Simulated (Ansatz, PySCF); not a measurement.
C2H8BN3, SMILES C1CNB(N)N1. Atoms are numbered in the order given.

```xyz
14

N      0.0000     0.0000     2.2150
B      0.0000     0.0000     0.7960
N      0.2130     1.1406    -0.0576
C     -0.0993     0.7644    -1.4309
C      0.0993    -0.7644    -1.4309
N     -0.2130    -1.1406    -0.0576
H     -0.1587    -0.8310     2.7671
H      0.1587     0.8310     2.7671
H      0.0288     2.0986     0.2116
H     -1.1479     1.0061    -1.7040
H      0.5528     1.2563    -2.1740
H     -0.5528    -1.2563    -2.1740
H      1.1479    -1.0061    -1.7040
H     -0.0288    -2.0986     0.2116
```

Geometry optimised at B3LYP-D3(BJ)/def2-SVP. The structure was generated by enumeration, and PubChem lists no compound with its InChIKey, so it may never have been made. The values are those of a single conformer.

Two levels are set side by side: PBE-D3(BJ)/def2-SVP (Ansatz, a program for electronic structure) and B3LYP-D3(BJ)/def2-SVP (Ansatz). Each level has its own optimised geometry; the coordinates shown are those of the second. Frequencies come from the Hessian of PySCF at each geometry. Differences are taken from unrounded values.

```
quantity                            B3LYP-D3(BJ)
----------------------------------  ------------
mean bond length (Å)                       1.231
bond N1–B2 (Å)                             1.419
bond B2–N3 (Å)                             1.440
bond B2–N6 (Å)                             1.440
bond N3–C4 (Å)                             1.458
bond C4–C5 (Å)                             1.542
bond C5–N6 (Å)                             1.458
bond N1–H7 (Å)                             1.010
bond N1–H8 (Å)                             1.010
bond N3–H9 (Å)                             1.012
bond C4–H10 (Å)                            1.110
bond C4–H11 (Å)                            1.104
bond C5–H12 (Å)                            1.104
bond C5–H13 (Å)                            1.110
bond N6–H14 (Å)                            1.012
highest harmonic wavenumber (cm⁻¹)          3723
mean harmonic wavenumber (cm⁻¹)             1467
zero-point energy (kcal/mol)               75.48
```

Q: What does PBE-D3(BJ) give, and how far is it from B3LYP-D3(BJ)? (The exact figures need the calculation; the answer reports its results.)

A: 
| quantity | PBE-D3(BJ) | PBE-D3(BJ) minus B3LYP-D3(BJ) |
|---|---|---|
| mean bond length (Å) | 1.237 | 0.006 |
| bond N1–B2 (Å) | 1.425 | 0.006 |
| bond B2–N3 (Å) | 1.448 | 0.007 |
| bond B2–N6 (Å) | 1.448 | 0.007 |
| bond N3–C4 (Å) | 1.459 | 0.002 |
| bond C4–C5 (Å) | 1.543 | 0.001 |
| bond C5–N6 (Å) | 1.459 | 0.002 |
| bond N1–H7 (Å) | 1.017 | 0.006 |
| bond N1–H8 (Å) | 1.017 | 0.006 |
| bond N3–H9 (Å) | 1.019 | 0.007 |
| bond C4–H10 (Å) | 1.119 | 0.009 |
| bond C4–H11 (Å) | 1.113 | 0.008 |
| bond C5–H12 (Å) | 1.113 | 0.008 |
| bond C5–H13 (Å) | 1.119 | 0.009 |
| bond N6–H14 (Å) | 1.019 | 0.007 |
| highest harmonic wavenumber (cm⁻¹) | 3659 | -65 |
| mean harmonic wavenumber (cm⁻¹) | 1428 | -38 |
| zero-point energy (kcal/mol) | 73.51 | -1.97 |

GGA bonds tend to be longer and softer than those of functionals with exact exchange. Differences between two approximate levels are no errors against the true value.
